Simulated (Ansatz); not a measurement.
FGeH$_{4}$In (`[F][InH][GeH3]`), relaxed with RKS PBE0-D4/def2-TZVP in Ansatz 0.2.0 from a GFN2-xTB geometry. The force threshold is 0.005 eV/Å; the program also tests the step.

The species carries charge 0 and has multiplicity 1. In: def2 effective core potential.

Start:

```xyz
7

F     0.661    1.616    2.105
In    0.201    1.428    0.188
Ge   -0.203   -1.075   -0.379
H     0.210    3.016   -0.503
H     0.293   -1.560   -1.725
H     0.498   -1.938    0.645
H    -1.659   -1.488   -0.331
```

```tsv
step	energy (eV)	largest force (eV/Å)	largest move (Å)
1	-64466.3786	0.521	0.000
2	-64466.4236	0.165	0.150
3	-64466.4353	0.050	0.049
4	-64466.4359	0.023	0.012
5	-64466.4365	0.091	0.051
6	-64466.4368	0.015	0.011
7	-64466.4370	0.004	0.013
8	-64466.4370	0.003	0.007
9	-64466.4371	0.006	0.014
10 (rejected)	-64466.4352	0.222	0.185
11	-64466.4371	0.013	0.009
12	-64466.4372	0.003	0.015
13 (rejected)	-64466.4371	0.099	0.127
14	-64466.4374	0.022	0.062
15	-64466.4374	0.073	0.073
16	-64466.4376	0.031	0.010
17	-64466.4377	0.001	0.015
```

End:

```xyz
7

F     0.439    1.628    2.136
In    0.221    1.396    0.196
Ge   -0.180   -1.101   -0.354
H     0.345    2.915   -0.588
H     0.215   -1.422   -1.805
H     0.633   -1.992    0.596
H    -1.674   -1.424   -0.181
```

Hardware: 2 threads of a server CPU on a shared host. Wall time 100 s, peak host memory 0.44 GiB.
